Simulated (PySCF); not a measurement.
## Rotational lines of GaO⁻

Lines J+1 ← J of the vibrational ground state, computed from RHF-CCSD(T) constants of GaO⁻, ¹Σ⁺ (singlet), closed shell (PySCF, scalar-relativistic core potentials, basis sets Ga aug-cc-pVDZ-PP with ECP10, O aug-cc-pVDZ; masses 68.9256 and 15.9949 u), in MHz:

```
J   ν (MHz)
5  152442.9
6  177844.1
7  203242.6
8  228637.9
9  254029.7
```

Question: Find B0 and the effective bond length r0; with αe = 0.00307 cm⁻¹, find Re.

Answer: ν = 2B0(J+1) − 4D(J+1)³ gives B0 = 0.42378 cm⁻¹. With the reduced mass μred = 12.982 u, r0 = √(16.8576/(μred·B0)) (u, cm⁻¹, Å) = 1.7505 Å. Be = B0 + αe/2 = 0.42531 cm⁻¹ gives Re = 1.747 Å.

Correlated steps freeze 5 core orbitals. The CCSD T1 diagnostic is raised, a sign that a single reference may not be enough here.
